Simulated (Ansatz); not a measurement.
Geometry optimisation, UKS PBE/def2-SVP in Ansatz.

The input (input.yaml):

```yaml
crystal:
  periodic: [false, false, false]
  atoms:
    - { symbol: Ta, position_ang: [-0.320125, -0.235619, 0.180346] }
    - { symbol: Cl, position_ang: [3.267569, 0.507477, 0.376678] }
    - { symbol: O, position_ang: [-0.269017, -0.725589, 2.01046] }
    - { symbol: H, position_ang: [0.405079, -0.851081, 2.699508] }
    - { symbol: F, position_ang: [0.814595, -0.18076, -1.380346] }
    - { symbol: O, position_ang: [-0.530877, 1.649335, 0.321414] }
    - { symbol: H, position_ang: [-1.204658, 2.345466, 0.271776] }
    - { symbol: F, position_ang: [-1.250362, -1.761219, -0.452969] }
    - { symbol: H, position_ang: [2.482195, 0.276292, -0.696367] }
magnetization:
  spin_polarized: true
  initial_magnetization: 1
basis:
  gaussian: { orbitals: def2-SVP }
hamiltonian:
  xc: pbe
relax:
  f_tol: 0.03
  max_steps: 50
output:
  orbitals: {}
```

Command:

```bash
$ ansatz run input.yaml --threads 4 --pin off --max-ram 5120MiB --backend cpu --events-out ev --progress --plain --runs-dir out
```

**Question.** Where does it end, and by what steps?

**Answer.** It converged. After 8 steps the energy has fallen by 0.023 eV; H4 moved furthest, 0.13 Å.

```
step  energy less start (eV)  largest force component (eV/Å)  accepted
   0                  0.0000                           0.748       yes
   1                 -0.0159                           0.326       yes
   2                 -0.0188                           0.049       yes
   3                 -0.0205                           0.038       yes
   4                 -0.0213                           0.034       yes
   5                 -0.0206                           0.202        no
   6                 -0.0221                           0.036       yes
   7                 -0.0225                           0.037       yes
   8                 -0.0228                           0.027       yes
```

```xyz
9
Properties=species:S:1:pos:R:3
Ta -0.331 -0.226 0.206
Cl 3.337 0.500 0.287
O -0.281 -0.719 2.032
H 0.324 -0.924 2.763
F 0.795 -0.135 -1.357
O -0.575 1.650 0.353
H -1.198 2.379 0.209
F -1.195 -1.781 -0.449
H 2.519 0.279 -0.714
```

Whether the end is a true minimum wasn't checked by a vibrational analysis.

Time of the run: 36 s on 4 threads of Intel(R) Xeon(R) Platinum 8259CL CPU @ 2.50GHz (Skylake/Cascade Lake), with other jobs on the host, peak memory 0.26 GiB.
